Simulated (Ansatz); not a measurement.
`CNCF` + `B[SeH]` → `B[Se]CF` + CH₃NH₂  (substitution at a C–N bond)

Calculated with Ansatz (gas phase, PBE0-D4/def2-TZVP geometries, no zero-point term in ΔE). CCSD(T)/CBS is the MP2 limit (def2-TZVPP, def2-QZVPP) plus CCSD(T) − MP2 in def2-TZVPP, frozen cores. DFT in def2-TZVPP. For Se outer-core shells are correlated without core-valence functions, which leaves a few kJ/mol of doubt a bond. Scalar relativity is left out up to krypton. Each species was taken in one conformer, which may not be the lowest.

| species | BLYP-D4 energy (Eh) |
| --- | --- |
| `CNCF` | -234.44868 |
| `B[SeH]` | -2428.23973 |
| `B[Se]CF` | -2566.82421 |
| CH₃NH₂ | -95.85528 |

Task: Work out ΔE.

Result: ΔE = (-2566.82421) + (-95.85528) − (-234.44868) − (-2428.23973) = 0.00892 Eh = +0.24 eV. CCSD(T)/CBS gives +0.25 eV.

Largest T1 diagnostic among the species: 0.013.

At CCSD(T), def2-SVP lies +0.28 eV from the extrapolated value and def2-TZVPP +0.02 eV. In def2-TZVPP, CCSD(T) changes the Hartree–Fock value by −0.10 eV (the triples alone add −0.02 eV) and MP2 by −0.12 eV.
